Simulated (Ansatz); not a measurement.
Reactions of Cl$_{2}$H$_{2}$SSn, SMILES `[SH][SnH]([Cl])[Cl]`.

Gas-phase electronic energies from Ansatz, PBE0-D4/def2-TZVP geometries. CCSD(T)/CBS is the MP2 limit (def2-TZVPP, def2-QZVPP) plus CCSD(T) − MP2 in def2-TZVPP, frozen cores. This one scheme is used for every species, atoms too. Functionals use def2-TZVPP. No spin–orbit coupling; open shells (•) take unrestricted orbitals. Spin–orbit coupling would lower the free atoms: a little for F. def2 core potentials past Kr. For Br, Ge, Sn, Zr outer-core shells are correlated without core-valence functions, so the limit isn't a true one: a few kJ/mol of doubt a bond, and 10 to 20 or more in all where bonds break to atoms. Scalar relativity is left out up to krypton. Each species was taken in one conformer, which may not be the lowest.

| reaction | B2PLYP (eV) | r2SCAN-D4 (eV) |
| --- | --- | --- |
| `[SH][SnH]([Cl])[Cl]` + `CO[SiH3]` → `[SH][SnH2][Cl]` + `CO[SiH2]Cl` | -0.25 | -0.27 |
| `[SH][SnH]([Cl])[Cl]` + F• → `[SH][Sn]([Cl])[Cl]`• + H–F | -3.02 | -3.06 |
| `[SH][SnH]([Cl])[Cl]` + `C[O][GeH]([CH3])[SiH3]` → `C[O][SnH]([Cl])[Cl]` + `[CH3][GeH]([SiH3])[SH]` | 0.11 | 0.10 |
| `[SH][SnH]([Cl])[Cl]` + `[F][Zr]([Cl])([Cl])[Br]` → `[Cl][SnH]([Cl])[Br]` + `[F][Zr]([SH])([Cl])[Cl]` | 0.32 | 0.30 |

Task: Give the CCSD(T)/CBS values in the same order. (An estimate is asked.)

Result: Computed: -0.24, -2.96, 0.08, 0.31 eV.

Largest T1 diagnostic: 0.017, for `[F][Zr]([SH])([Cl])[Cl]`.
